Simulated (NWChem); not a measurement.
A series in which one site is exchanged, each optimised at PBE0/def2-SVP with NWChem, gas phase unless a solvent is named. All stand in one matching conformer (torsions within 35°), which need not be the lowest. Some are not confirmed as minima by frequencies. def2 effective core potentials on In; no spin-orbit coupling.

A: SB(S)Cl (BH₂S₂Cl; site = B)
B: [SH][In]([SH])[Cl] (InH₂S₂Cl; site = In)
C: [Ga]([SH])([Cl])[SH] (GaH$_{2}$S$_{2}$Cl; site = Ga)
D: [Al]([Cl])([SH])[SH] (AlH₂S₂Cl; site = Al)

Q: Rank them by lowest singlet excitation, CAM-B3LYP/def2-SVPD, TDA (eV), lowest first.

A: B (4.39), C (5.29), D (5.72), A (5.88)
